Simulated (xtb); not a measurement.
xtb input (GFN2-xTB):

```bash
xtb mol.xyz --gfn 2 --sp --chrg 0 --uhf 0
```
mol.xyz:
```
2

Ga    -0.00000000    -0.00000000    -1.27263610
Br     0.00000000     0.00000000     1.12719198
```

Output:

```
           -------------------------------------------------
          |                Calculation Setup                |
           -------------------------------------------------

           -------------------------------------------------
          |                 G F N 2 - x T B                 |
           -------------------------------------------------

        Reference                      10.1021/acs.jctc.8b01176
      * Hamiltonian:
        H0-scaling (s, p, d)           1.850000    2.230000    2.230000
        zeta-weighting                 0.500000
      * Dispersion:
        s8                             2.700000
        a1                             0.520000
        a2                             5.000000
        s9                             5.000000
      * Repulsion:
        kExp                           1.500000    1.000000
        rExp                           1.000000
      * Coulomb:
        alpha                          2.000000
        third order                    shell-resolved
        anisotropic                    true
        a3                             3.000000
        a5                             4.000000
        cn-shift                       1.200000
        cn-exp                         4.000000
        max-rad                        5.000000

          ...................................................
          :                      SETUP                      :
          :.................................................:
          :  # basis functions                  20          :
          :  # atomic orbitals                  18          :
          :  # shells                            6          :
          :  # electrons                        10          :
          :  max. iterations                   250          :
          :  Hamiltonian                  GFN2-xTB          :
          :  restarted?                      false          :
          :  GBSA solvation                  false          :
          :  PC potential                    false          :
          :  electronic temp.          300.0000000     K    :
          :  accuracy                    1.0000000          :
          :  -> integral cutoff          0.2500000E+02      :
          :  -> integral neglect         0.1000000E-07      :
          :  -> SCF convergence          0.1000000E-05 Eh   :
          :  -> wf. convergence          0.1000000E-03 e    :
          :  Broyden damping             0.4000000          :
          :  net charge                          0          :
          :  unpaired electrons                  0          :
          ...................................................

 iter      E             dE          RMSdq      gap      omega  full diag
   1     -5.3636940 -0.536369E+01  0.219E+01    5.51       0.0  T
   2     -5.3663584 -0.266439E-02  0.165E+01    5.25       1.0  T
   3     -5.3652331  0.112529E-02  0.297E+00    4.52       1.0  T
   4     -5.3673189 -0.208577E-02  0.659E+00    5.43       1.0  T
   5     -5.3686716 -0.135266E-02  0.119E+00    5.12       1.0  T
   6     -5.3688778 -0.206240E-03  0.277E+00    5.23       1.0  T
   7     -5.3690006 -0.122769E-03  0.166E+00    5.20       1.0  T
   8     -5.3691174 -0.116769E-03  0.426E-02    5.10       1.7  T
   9     -5.3691174 -0.448027E-07  0.134E-02    5.10       5.3  T
  10     -5.3691174  0.643467E-08  0.113E-02    5.10       6.3  T
  11     -5.3691174 -0.582805E-08  0.456E-03    5.10      15.5  T
  12     -5.3691174 -0.980469E-09  0.450E-05    5.10    1572.4  T
  13     -5.3691174 -0.106581E-13  0.229E-06    5.10   30827.1  T

   *** convergence criteria satisfied after 13 iterations ***

         #    Occupation            Energy/Eh            Energy/eV
      -------------------------------------------------------------
         1        2.0000           -0.8068572             -21.9557
         2        2.0000           -0.4999639             -13.6047
         3        2.0000           -0.3999076             -10.8820
         4        2.0000           -0.3999076             -10.8820
         5        2.0000           -0.3879975             -10.5579 (HOMO)
         6                         -0.2005433              -5.4571 (LUMO)
         7                         -0.2005433              -5.4571
         8                         -0.1209060              -3.2900
         9                         -0.0500895              -1.3630
        10                         -0.0500895              -1.3630
       ...                                ...                  ...
        18                          1.3006009              35.3912
      -------------------------------------------------------------
                  HL-Gap            0.1874542 Eh            5.1009 eV
             Fermi-level           -0.2942704 Eh           -8.0075 eV

 SCC (total)                   0 d,  0 h,  0 min,  0.002 sec
 SCC setup                      ...        0 min,  0.000 sec (  3.249%)
 Dispersion                     ...        0 min,  0.000 sec (  0.915%)
 classical contributions        ...        0 min,  0.000 sec (  0.590%)
 integral evaluation            ...        0 min,  0.000 sec ( 17.793%)
 iterations                     ...        0 min,  0.001 sec ( 57.736%)
 molecular gradient             ...        0 min,  0.000 sec ( 17.078%)
 printout                       ...        0 min,  0.000 sec (  2.321%)

         :::::::::::::::::::::::::::::::::::::::::::::::::::::
         ::                     SUMMARY                     ::
         :::::::::::::::::::::::::::::::::::::::::::::::::::::
         :: total energy              -5.367153118067 Eh    ::
         :: gradient norm              0.000575707842 Eh/a0 ::
         :: HOMO-LUMO gap              5.100888149727 eV    ::
         ::.................................................::
         :: SCC energy                -5.369117399471 Eh    ::
         :: -> isotropic ES            0.015166697981 Eh    ::
         :: -> anisotropic ES          0.003585137004 Eh    ::
         :: -> anisotropic XC         -0.012696221638 Eh    ::
         :: -> dispersion             -0.000879032078 Eh    ::
         :: repulsion energy           0.001964281404 Eh    ::
         :: add. restraining           0.000000000000 Eh    ::
         :: total charge              -0.000000000000 e     ::
         :::::::::::::::::::::::::::::::::::::::::::::::::::::

           -------------------------------------------------
          |                Property Printout                |
           -------------------------------------------------

    * Orbital Energies and Occupations

         #    Occupation            Energy/Eh            Energy/eV
      -------------------------------------------------------------
         1        2.0000           -0.8068572             -21.9557
         2        2.0000           -0.4999639             -13.6047
         3        2.0000           -0.3999076             -10.8820
         4        2.0000           -0.3999076             -10.8820
         5        2.0000           -0.3879975             -10.5579 (HOMO)
         6                         -0.2005433              -5.4571 (LUMO)
         7                         -0.2005433              -5.4571
         8                         -0.1209060              -3.2900
         9                         -0.0500895              -1.3630
        10                         -0.0500895              -1.3630
        11                          0.0281706               0.7666
        12                          0.0281706               0.7666
        13                          0.0749773               2.0402
        14                          0.0749773               2.0402
        15                          0.0995945               2.7101
Note: The following floating-point exceptions are signalling: IEEE_DENORMAL
normal termination of xtb
        16                          0.1299271               3.5355
       ...                                ...                  ...
        18                          1.3006009              35.3912
      -------------------------------------------------------------
                  HL-Gap            0.1874542 Eh            5.1009 eV
             Fermi-level           -0.2942704 Eh           -8.0075 eV

     #   Z          covCN         q      C6AA      α(0)
     1  31 Ga       0.809     0.310   321.383    45.858
     2  35 Br       0.809    -0.310   193.435    22.424

 Mol. C6AA /au·bohr⁶  :        970.150197
 Mol. C8AA /au·bohr⁸  :      86748.786588
 Mol. α(0) /au        :         68.281660

Wiberg/Mayer (AO) data.
largest (>0.10) Wiberg bond orders for each atom

 ---------------------------------------------------------------------------
     #   Z sym  total        # sym  WBO       # sym  WBO       # sym  WBO
 ---------------------------------------------------------------------------
     1  31 Ga   1.250 --     2 Br   1.250
     2  35 Br   1.250 --     1 Ga   1.250
 ---------------------------------------------------------------------------

Topologies differ in total number of bonds
Writing topology from bond orders to xtbtopo.mol

molecular dipole:
                 x           y           z       tot (Debye)
 q only:        0.000       0.000      -1.407
   full:        0.000      -0.000      -2.829       7.191
molecular quadrupole (traceless):
                xx          xy          yy          xz          yz          zz
 q only:       -0.193       0.000      -0.193       0.000       0.000       0.387
  q+dip:        1.254       0.000       1.254       0.000       0.000      -2.507
   full:        2.780      -0.000       2.780       0.000       0.000      -5.561

           -------------------------------------------------
          | TOTAL ENERGY               -5.367153118067 Eh   |
          | GRADIENT NORM               0.000575707842 Eh/α |
          | HOMO-LUMO GAP               5.100888149727 eV   |
           -------------------------------------------------

------------------------------------------------------------------------
------------------------------------------------------------------------
 total:
 SCF:
```
